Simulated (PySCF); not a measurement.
NMR problem set

Level of theory: GFN2-xTB geometry, NMR shieldings at PBE0/pcSseg-1/GIAO, in PySCF 2.14.0 with density-fitted response routines (no solvent model, no relativistic terms, one computed conformer, fast rotation and ring inversion assumed for equivalent nuclei).

Shifts are taken against calculated references (same method and geometry level): $^{1}$H, $^{13}$C against TMS. Splittings of carbon signals by F and P are missing where no couplings were computed. Where no couplings were computed, multiplicities follow the n + 1 count of equivalent neighbours, and m marks all less simple cases (inequivalent or close neighbours, rings, F or P nearby). Shifts are as computed. Against solution values, carbons near 30 ppm lie about +3 ppm off and those near 130 ppm about +5 ppm. Of 1309 compounds with measured shifts, 239 miss one by over three times the rms of a fit or turn the order of signals round; such compounds aren't used in these exercises.

Question: C₅HF₃O₃. $^{1}$H NMR (400 MHz, computed): δ 7.14 (m, 1H). $^{13}$C{$^{1}$H} NMR (computed): δ 167.4 (C), 165.1 (C), 147.0 (C), 142.5 (CH), 128.3 (C). Identify the compound.

Answer: `InChI=1S/C5HF3O3/c6-5(7,8)2-1-3(9)11-4(2)10/h1H`. Rings plus π bonds: 4 (1 ring in the answer). 5 carbon signals for 5 carbons: no two carbons are equivalent. Carbon types of the structure: 4 × C, 1 × CH, which accounts for all hydrogens. δC 167.4, 165.1: anhydride carbonyl carbon; lone-pair donation from the attached heteroatom keeps it upfield of a ketone carbonyl. δC 147.0, 142.5: β carbon of a C=C–C=O unit; conjugation with the carbonyl draws π density from the β position. δC 128.3: CF3 carbon; 3 electronegative neighbours deshield it. δH 7.14: hydrogen on a β carbon of a C=C–C=O unit; olefinic region.

The shifts were computed for this structure.

Question: C₈H₁₁FSi. $^{1}$H NMR (300 MHz, computed): δ 4.79 (m, 1H), 2.24 (m, 1H), 2.11 (s, 3H), 1.97 (s, 3H), 1.36 (d, 3H). $^{13}$C{$^{1}$H} NMR (computed): δ 113.0 (C), 84.6 (C), 84.2 (C), 83.6 (C), 18.0 (CH3), 17.7 (CH), 5.7 (CH3), 4.9 (CH3). Give a structure.

Answer: `CC#C[Si@H]([C@@H](C#CC)C)F`. Rings plus π bonds: 4 (no ring in the answer). 8 carbon signals for 8 carbons: no two carbons are equivalent. Carbon types of the structure: 4 × C, 1 × CH, 3 × CH3, leaving 1 H on heteroatoms. δC 113.0, 84.6, 84.2, 83.6: alkyne carbon. δC 18.0: methyl carbon; saturated and bonded to C and H only. δC 5.7, 4.9: propargylic methyl carbon; aliphatic region, no heteroatom directly attached. δH 1.36: hydrogen on a methyl carbon.

This is the structure that produced the data.

Question: C₆H₁₂F₂Si. $^{1}$H NMR (500 MHz, computed): δ 4.65 (m, 1H), 3.95 (m, 3H), 2.78 (m, 1H), 2.22 (m, 1H), 2.20 (m, 1H), 1.95 (m, 1H), 1.83 (m, 1H), 1.67 (m, 1H), 1.40 (m, 1H), 1.18 (m, 1H). $^{13}$C{$^{1}$H} NMR (computed): δ 95.5, 92.6, 48.1, 40.3, 36.8, 23.1. What is it?

Answer: `F[C@@H]1CCC[C@@](F)([SiH3])C1`. Rings plus π bonds: 1 (1 ring in the answer). 6 carbon signals for 6 carbons: no two carbons are equivalent. Carbon types of the structure: 1 × C, 1 × CH, 4 × CH2, leaving 3 H on heteroatoms. δC 95.5: fully substituted sp3 carbon bonded to F and Si; deshielded by the electronegative neighbour. δC 92.6: sp3 CH bonded to F; deshielded by the electronegative neighbour. δC 48.1, 40.3, 36.8, 23.1: sp3 CH2 in a ring; a saturated carbon with 2 carbon neighbours and no heteroatom attached. δH 4.65: hydrogen on an sp3 CH bonded to F; its carbon carries F, an electronegative neighbour.

This is the structure that produced the data.
